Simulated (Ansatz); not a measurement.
Reaction (isomerisation): `CO[SiH](F)O[SiH3]` → `C[SiH](F)O[SiH2]O`

Isolated molecules relaxed with PBE0-D4/def2-TZVP in Ansatz; ΔE leaves out vibrations. CCSD(T)/CBS is the MP2 limit (def2-TZVPP, def2-QZVPP) plus CCSD(T) − MP2 in def2-TZVPP, frozen cores. DFT in def2-TZVPP. B3LYP here is the variant with VWN-RPA as its local correlation; programs differ in this. One conformer a species, not always the lowest.

| level | ΔE (kJ/mol) | difference from CCSD(T)/CBS |
| --- | --- | --- |
| r2SCAN-D4 | -103.5 | -0.9 |
| PBE0-D4 | -102.4 | 0.2 |
| B3LYP-D4 | -95.5 | 7.1 |
| ωB97X-V | -96.9 | 5.7 |
| B2PLYP | -97.4 | 5.2 |
| PBE | -100.7 | 1.9 |
| MP2/def2-TZVPP | -106.2 | -3.6 |
| CCSD(T)/def2-TZVPP | -98.8 | 3.8 |
| HF/CBS(def2) | -81.0 | 21.6 |
| CCSD/CBS(def2) | -100.9 | 1.7 |
| CCSD(T)/CBS | -102.6 | 0 |

Largest T1 diagnostic among the species: 0.011.

In def2-TZVPP, CCSD(T) changes the Hartree–Fock value by −16.7 kJ/mol (the triples alone add −1.7 kJ/mol) and MP2 by −24.1 kJ/mol.
